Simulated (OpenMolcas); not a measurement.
## OpenMolcas run: Rh4+

Input:

```
&GATEWAY
Coord
1

Rh 0.0 0.0 0.0
Basis=ANO-RCC-VDZ
Group=XYZ
NoMove
AngMom=0.0 0.0 0.0
AMFI
&SEWARD
Relativistic=R04O02
* reference wave functions (RASSCF and RASSI steps not shown): 5 electrons in 5 orbitals (4d)
>>> COPY JOB001 $Project.JobIph
&CASPT2
Multistate=1 1
Frozen=9 9
IPEA=0.5
Shift=0.2
MaxIter=60
WThr=0.0 0.3 0.05
PrWF=0.5
NoMix
>>> COPY JOB002 $Project.JobIph
&CASPT2
Multistate=24 1 2 3 4 5 6 7 8 9 10 11 12 13 14 15 16 17 18 19 20 21 22
23 24
Frozen=9 9
IPEA=0.5
Shift=0.2
MaxIter=60
WThr=0.0 0.3 0.05
PrWF=0.5
NoMix
>>> COPY JOB003 $Project.JobIph
&CASPT2
Multistate=67 1 2 3 4 5 6 7 8 9 10 11 12 13 14 15 16 17 18 19 20 21 22
23 24 25 26 27 28 29 30 31 32 33 34 35 36 37 38 39 40 41 42 43 44 45 46
47 48 49 50 51 52 53 54 55 56 57 58 59 60 61 62 63 64 65 66 67
Frozen=9 9
IPEA=0.5
Shift=0.2
MaxIter=60
WThr=0.0 0.3 0.05
PrWF=0.5
NoMix
```

Launched by
```bash
OMP_NUM_THREADS=1 MOLCAS_MEM=2252 MOLCAS_PROJECT=a pymolcas a.inp > a.log  # once for each step of the input, in one work folder
```

Output, cut to the results:

```
--- CASPT2 ---
Orbital specifications:
      -----------------------

      Symmetry species                           1   2
                                                ag  au
      Frozen orbitals                            9   9
      Inactive orbitals                          0   0
      Active orbitals                            5   0
      Secondary orbitals                         7   6
      Deleted orbitals                           0   0
      Number of basis functions                 21  15
Type of calculation                        SS-CASPT2
      Fock operator                              state-specific
      IPEA shift                                 0.50
      Real shift                                 0.20
      Imaginary shift                            0.00
      The input orbitals will be transformed to quasi-canonical
Reference energy:       -4777.7503000828
      E2 (Non-variational):      -0.0057464405
      Shift correction:          -0.0003168638
      E2 (Variational):          -0.0060633043
      Total energy:           -4777.7563633871
      Residual norm:              0.0000000000
      Reference weight:           0.99842
      Contributions to the CASPT2 correlation energy
      Active & Virtual Only:         -0.0057464405
      One Inactive Excited:           0.0000000000
      Two Inactive Excited:           0.0000000000
::    CASPT2 Root  1     Total energy:  -4777.75636339
--- CASPT2 ---
Orbital specifications:
      -----------------------

      Symmetry species                           1   2
                                                ag  au
      Frozen orbitals                            9   9
      Inactive orbitals                          0   0
      Active orbitals                            5   0
      Secondary orbitals                         7   6
      Deleted orbitals                           0   0
      Number of basis functions                 21  15
Type of calculation                        MS-CASPT2
      Fock operator                              state-specific
      IPEA shift                                 0.50
      Real shift                                 0.20
      Imaginary shift                            0.00
      The input orbitals will be transformed to quasi-canonical
Reference energy:       -4777.6113723205
      E2 (Non-variational):      -0.0073168093
      Shift correction:          -0.0004295294
      E2 (Variational):          -0.0077463387
      Total energy:           -4777.6191186592
      Residual norm:              0.0000002927
      Reference weight:           0.99786
      Contributions to the CASPT2 correlation energy
      Active & Virtual Only:         -0.0073168093
      One Inactive Excited:           0.0000000000
      Two Inactive Excited:           0.0000000000
Reference energy:       -4777.6113723205
      E2 (Non-variational):      -0.0073411551
      Shift correction:          -0.0004318727
      E2 (Variational):          -0.0077730279
      Total energy:           -4777.6191453484
      Residual norm:              0.0000002974
      Reference weight:           0.99785
      Contributions to the CASPT2 correlation energy
      Active & Virtual Only:         -0.0073411551
      One Inactive Excited:           0.0000000000
      Two Inactive Excited:           0.0000000000
::    CASPT2 Root  1     Total energy:  -4777.61911866
::    CASPT2 Root  2     Total energy:  -4777.61914535
::    CASPT2 Root  3     Total energy:  -4777.61915224
::    CASPT2 Root  4     Total energy:  -4777.61913552
::    CASPT2 Root  5     Total energy:  -4777.61913083
::    CASPT2 Root  6     Total energy:  -4777.61912520
::    CASPT2 Root  7     Total energy:  -4777.61914436
::    CASPT2 Root  8     Total energy:  -4777.61913933
::    CASPT2 Root  9     Total energy:  -4777.61910341
::    CASPT2 Root 10     Total energy:  -4777.59795210
::    CASPT2 Root 11     Total energy:  -4777.59794520
::    CASPT2 Root 12     Total energy:  -4777.59794713
::    CASPT2 Root 13     Total energy:  -4777.58821681
::    CASPT2 Root 14     Total energy:  -4777.58819538
::    CASPT2 Root 15     Total energy:  -4777.58820339
::    CASPT2 Root 16     Total energy:  -4777.58822482
::    CASPT2 Root 17     Total energy:  -4777.58821555
::    CASPT2 Root 18     Total energy:  -4777.53005927
::    CASPT2 Root 19     Total energy:  -4777.53005002
::    CASPT2 Root 20     Total energy:  -4777.53004906
::    CASPT2 Root 21     Total energy:  -4777.53011665
::    CASPT2 Root 22     Total energy:  -4777.53013962
::    CASPT2 Root 23     Total energy:  -4777.53004744
::    CASPT2 Root 24     Total energy:  -4777.53002634
::    MS-CASPT2 Root  1     Total energy:  -4777.61921999
::    MS-CASPT2 Root  2     Total energy:  -4777.61919628
::    MS-CASPT2 Root  3     Total energy:  -4777.61916319
::    MS-CASPT2 Root  4     Total energy:  -4777.61914629
::    MS-CASPT2 Root  5     Total energy:  -4777.61913565
::    MS-CASPT2 Root  6     Total energy:  -4777.61912801
--- CASPT2 ---
Orbital specifications:
      -----------------------

      Symmetry species                           1   2
                                                ag  au
      Frozen orbitals                            9   9
      Inactive orbitals                          0   0
      Active orbitals                            5   0
      Secondary orbitals                         7   6
      Deleted orbitals                           0   0
      Number of basis functions                 21  15
Type of calculation                        MS-CASPT2
      Fock operator                              state-specific
      IPEA shift                                 0.50
      Real shift                                 0.20
      Imaginary shift                            0.00
      The input orbitals will be transformed to quasi-canonical
Reference energy:       -4777.5509590571
      E2 (Non-variational):      -0.0074069870
      Shift correction:          -0.0004247727
...
```

Levels above the lowest, from the spin-orbit matrix with the single-state CASPT2 energies, averaged by term, on its diagonal:

```tsv
Configuration	Term	J	E (cm-1)	g	Term weight %	Second
4d5	6S	5/2	0.0	1.998	99	
4d5	4G	5/2	29670	0.593	95	4 2F(1)
4d5	4G	7/2	30040	0.990	97	
4d5	4G	11/2	30150	1.270	98	
4d5	4G	9/2	30260	1.172	99	
4d5	4P	5/2	32880	1.503	64	29 4D
4d5	4P	3/2	33540	1.566	69	29 4D
4d5	4P	1/2	34400	2.246	84	16 4D
4d5	4D	7/2	36760	1.419	96	2 4F
4d5	4D	1/2	37830	0.417	84	16 4P
4d5	4D	5/2	38340	1.424	67	27 4P
4d5	4D	3/2	38420	1.347	69	29 4P
4d5	2I	11/2	42960	0.935	93	7 2H
4d5	2I	13/2	43740	1.077	100	
4d5	2D(1)	5/2	46540	1.064	48	37 2F(1)
4d5	2D(1)	3/2	47880	0.646	59	40 4F
4d5	4F	7/2	49020	1.174	55	29 2F(1)
4d5	4F	9/2	49100	1.276	77	19 2G(1)
4d5	4F	5/2	50070	1.014	85	10 2F(1)
4d5	2F(1)	7/2	51060	1.178	60	33 4F
4d5	4F	3/2	51830	0.573	58	40 2D(1)
4d5	2H	9/2	52400	1.008	67	18 2G(1)
4d5	2F(1)	5/2	54530	1.019	44	42 2D(1)
4d5	2H	11/2	54560	1.082	92	7 2I
```

CASPT2 breaks the degeneracy within a term, and the mean is taken; among the terms shown or strongly mixed into the levels shown the widest spread is 40 cm-1 (4d5 2I). Terms from blocks run as CI alone lack orbitals of their own. The basis is small and was not contracted for so high a charge. Levels of configurations outside the active space are missing. The first state left out of the spin-orbit step lies near 96000 cm-1 above the lowest spin-free state of the reference (among the parities and spins computed), and the list stops at four fifths of that energy or lower. The table shows the lowest 24 of 31 levels.

The CASPT2 steps took 7.6 s on 1 thread of Arm Neoverse V1, on a shared host; the integral step is not counted.

The term weight is that of the spin-free term in the level, not the purity of its configuration. A number in round brackets counts repeated terms of one configuration in the order of the reference energies.
